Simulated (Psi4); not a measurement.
C₃H₇O (SMILES [CH2-]OCC), charge -1, singlet, at a GFN2-xTB geometry (a gas-phase anion, which may not be bound at this level); SVWN/STO-3G (Psi4).

Here is a job for Psi4.
```
memory 2 GB

molecule {
-1 1
  O     0.03611404   -0.77593725    0.00088671
  C     0.02606095    0.60066436   -0.00046830
  C     1.38198523   -1.38415851    0.00690185
  C    -1.40696629    1.14758787   -0.00677684
  H     0.56020300    1.00696541    0.89188748
  H     0.56739495    1.00526473   -0.88925576
  H     1.92930273   -0.90586634   -0.88026457
  H     1.92212424   -0.90416885    0.89754425
  H    -1.93120833    0.78992516   -0.89091279
  H    -1.93833386    0.79161013    0.87377814
  H    -1.40487439    2.23920543   -0.00781069
}

set basis sto-3g
set ints_tolerance 1e-8

energy('svwn')
print_variables()
```

### Question
What does Psi4 print? Leave out banner, timings and long lists.

### Answer

```
   => Loading Basis Set <=

    Name: STO-3G
    Role: ORBITAL
    Keyword: BASIS

         ---------------------------------------------------------
                                   SCF
               by Justin Turney, Rob Parrish, Andy Simmonett
                          and Daniel G. A. Smith
                              RKS Reference
         ---------------------------------------------------------

  ==> Geometry <==

    Molecular point group: c1
    Full point group: C1

    Geometry (in Angstrom), charge = -1, multiplicity = 1:

       Center              X                  Y                   Z               Mass
    ------------   -----------------  -----------------  -----------------  -----------------
         O            0.031153869034    -0.708409204331     0.000802204222    15.994914619570
         C            0.021100779034     0.668192405669    -0.000552805778    12.000000000000
         C            1.377025059034    -1.316630464331     0.006817344222    12.000000000000
         C           -1.411926460966     1.215115915669    -0.006861345778    12.000000000000
         H            0.555242829034     1.074493455669     0.891802974222     1.007825032230
         H            0.562434779034     1.072792775669    -0.889340265778     1.007825032230
         H            1.924342559034    -0.838338294331    -0.880349075778     1.007825032230
         H            1.917164069034    -0.836640804331     0.897459744222     1.007825032230
         H           -1.936168500966     0.857453205669    -0.890997295778     1.007825032230
         H           -1.943294030966     0.859138175669     0.873693634222     1.007825032230
         H           -1.409834560966     2.306733475669    -0.007895195778     1.007825032230

  Running in c1 symmetry.

  Rotational constants: A =      0.99291  B =      0.14120  C =      0.13290 [cm^-1]
  Rotational constants: A =  29766.63998  B =   4233.18065  C =   3984.32199 [MHz]
  Nuclear repulsion =  124.380357652237947

  Charge       = -1
  Multiplicity = 1
  Electrons    = 34
  Nalpha       = 17
  Nbeta        = 17

  ==> Algorithm <==

  SCF Algorithm Type is DF.
  DIIS enabled.
  MOM disabled.
  Fractional occupation disabled.
  Guess Type is SAD.
  Energy threshold   = 1.00e-06
  Density threshold  = 1.00e-06
  Integral threshold = 1.00e-08

  ==> Primary Basis <==

  Basis Set: STO-3G
    Blend: STO-3G
    Number of shells: 19
    Number of basis functions: 27
    Number of Cartesian functions: 27
    Spherical Harmonics?: true
    Max angular momentum: 1

  ==> DFT Potential <==

   => LibXC <=

    Version 7.1.2
    S. Lehtola, C. Steigemann, M. J. T. Oliveira, and M. A. L. Marques,  SoftwareX 7, 1–5 (2018) (10.1016/j.softx.2017.11.002)

   => Composite Functional: SVWN <=

    Slater exchange
    Vosko, Wilk & Nusair (VWN5_RPA)
    P. A. M. Dirac,  Math. Proc. Cambridge Philos. Soc. 26, 376 (1930) (10.1017/S0305004100016108)
    F. Bloch,  Z. Phys. 57, 545 (1929) (10.1007/BF01340281)
    S. H. Vosko, L. Wilk, and M. Nusair,  Can. J. Phys. 58, 1200 (1980) (10.1139/p80-159)

    Deriv               =              1
    GGA                 =          FALSE
    Meta                =          FALSE

    Exchange Hybrid     =          FALSE
    MP2 Hybrid          =          FALSE

   => Exchange Functionals <=

    1.0000         XC_LDA_X

   => Correlation Functionals <=

    1.0000   XC_LDA_C_VWN_RPA

   => LibXC Density Thresholds  <==

    XC_LDA_C_VWN_RPA:  1.00E-15
    XC_LDA_X:  1.00E-15

   => Molecular Quadrature <=

    Radial Scheme          =       TREUTLER
    Pruning Scheme         =           NONE
    Nuclear Scheme         =       TREUTLER

    Blocking Scheme        =         OCTREE
    BS radius alpha        =              1
    Pruning alpha          =              1
    Radial Points          =             75
    Spherical Points       =            302
    Total Points           =         234569
    Total Blocks           =           1829
[...]
  Using in-core AOs.

  ==> MemDFJK: Density-Fitted J/K Matrices <==

    J tasked:                   Yes
    K tasked:                    No
    wK tasked:                   No
    Algorithm:                 Core
    Schwarz Cutoff:           1E-08
    Mask sparsity (%):       0.8230
    Fitting Condition:        1E-10

   => Auxiliary Basis Set <=

  Basis Set: (STO-3G AUX)
    Blend: DEF2-UNIVERSAL-JKFIT
    Number of shells: 142
    Number of basis functions: 428
    Number of Cartesian functions: 500
    Spherical Harmonics?: true
    Max angular momentum: 4

  Minimum eigenvalue in the overlap matrix is 2.1202899715E-01.
  Reciprocal condition number of the overlap matrix is 8.7344571559E-02.
    Using symmetric orthogonalization.

  ==> Pre-Iterations <==

  SCF Guess: Superposition of Atomic Densities via on-the-fly atomic UHF (no occupation information).

   -------------------------
    Irrep   Nso     Nmo
   -------------------------
     A         27      27
   -------------------------
    Total      27      27
   -------------------------

  ==> Iterations <==

                           Total Energy        Delta E     RMS |[F,P]|

   @DF-RKS iter SAD:  -188.16143953145536   -1.88161e+02   0.00000e+00
   @DF-RKS iter   1:  -189.93399756964007   -1.77256e+00   9.46023e-03 DIIS/ADIIS
   @DF-RKS iter   2:  -189.82499440084888    1.09003e-01   1.73558e-02 DIIS/ADIIS
   @DF-RKS iter   3:  -189.98789695615346   -1.62903e-01   1.81253e-03 DIIS/ADIIS
   @DF-RKS iter   4:  -189.98919460927760   -1.29765e-03   9.70644e-04 DIIS/ADIIS
   @DF-RKS iter   5:  -189.98964632715115   -4.51718e-04   2.39427e-04 DIIS/ADIIS
   @DF-RKS iter   6:  -189.98967066579027   -2.43386e-05   2.39768e-05 DIIS
   @DF-RKS iter   7:  -189.98967104016168   -3.74371e-07   3.96840e-06 DIIS
   @DF-RKS iter   8:  -189.98967104757611   -7.41443e-09   1.68354e-06 DIIS
   @DF-RKS iter   9:  -189.98967104883118   -1.25507e-09   1.53480e-07 DIIS
  Energy and wave function converged.

  ==> Post-Iterations <==

   Electrons on quadrature grid:
      Ntotal   =   33.9999493012 ; deviation = -5.070e-05

    Orbital Energies [Eh]
    ---------------------

    Doubly Occupied:

[...]
    Virtual:

[...]
      27A      0.744082

    Final Occupation by Irrep:
              A
    DOCC [    17 ]
    NA   [    17 ]
    NB   [    17 ]

  @DF-RKS Final Energy:  -189.98967104883118

   => Energetics <=

    Nuclear Repulsion Energy =            124.3803576522379473
    One-Electron Energy =                -515.2572916736631896
    Two-Electron Energy =                 227.8532776595512814
    DFT Exchange-Correlation Energy =     -26.9660146869572017
    Empirical Dispersion Energy =           0.0000000000000000
    VV10 Nonlocal Energy =                  0.0000000000000000
    Total Energy =                       -189.9896710488311840

Computation Completed

Properties will be evaluated at   0.000000,   0.000000,   0.000000 [a0]

Properties computed using the SCF density matrix

 Multipole Moments:

 ------------------------------------------------------------------------------------
     Multipole            Electronic (a.u.)      Nuclear  (a.u.)        Total (a.u.)
 ------------------------------------------------------------------------------------

 L = 1.  Multiply by 2.5417464519 to convert [e a0] to [Debye]
 Dipole X            :         -1.3798955           -0.3093210           -1.6892166
 Dipole Y            :         -1.9722205            4.2111139            2.2388934
 Dipole Z            :         -0.0036887           -0.0052699           -0.0089585
 Magnitude           :                                                    2.8046705

 ------------------------------------------------------------------------------------

  Variable Map:
  ----------------------------------------------------------------------------
[...]
  Array Variable Map:
  ----------------------------------------------------------------------------
[...]
[...]
```
